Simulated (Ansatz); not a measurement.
`C#[C][SnH2][F]`. Charge 0, multiplicity 1. Sn: def2 effective core potential. The geometry is a stationary point of PBE0-D4/def2-TZVP.

```xyz
7

C    -0.543    0.491   -2.014
C    -0.230    0.190   -0.889
Sn    0.321   -0.375    1.023
F    -0.035    1.159    2.120
H    -0.822    0.767   -3.006
H    -0.685   -1.601    1.626
H     1.993   -0.632    1.141
```

Question: What is the dipole moment at B3LYP/def2-TZVPP? (Estimate.)

Answer: Computed: 2.74 D, with components (0.48, -2.14, -1.65) D in this frame, pointing from negative to positive charge.

Question: And with PBE, r2SCAN, ωB97M-V? (An estimate is asked.)

Answer: Computed: PBE 2.58 D, r2SCAN 2.69 D, ωB97M-V 2.76 D.

Question: Give the Mulliken charges with B3LYP, PBE, ωB97M-V in def2-TZVPP. (Estimate.)

Answer: The calculation gave: 
```json
{"atom": "C1", "B3LYP": "0.02", "PBE": "-0.04", "ωB97M-V": "-0.04"}
{"atom": "C2", "B3LYP": "-0.58", "PBE": "-0.45", "ωB97M-V": "-0.54"}
{"atom": "Sn3", "B3LYP": "1.04", "PBE": "0.95", "ωB97M-V": "0.99"}
{"atom": "F4", "B3LYP": "-0.50", "PBE": "-0.45", "ωB97M-V": "-0.49"}
{"atom": "H5", "B3LYP": "0.24", "PBE": "0.20", "ωB97M-V": "0.22"}
{"atom": "H6", "B3LYP": "-0.11", "PBE": "-0.10", "ωB97M-V": "-0.07"}
{"atom": "H7", "B3LYP": "-0.11", "PBE": "-0.10", "ωB97M-V": "-0.07"}
```

B3LYP here is the variant with VWN-RPA as its local correlation; programs differ in this.
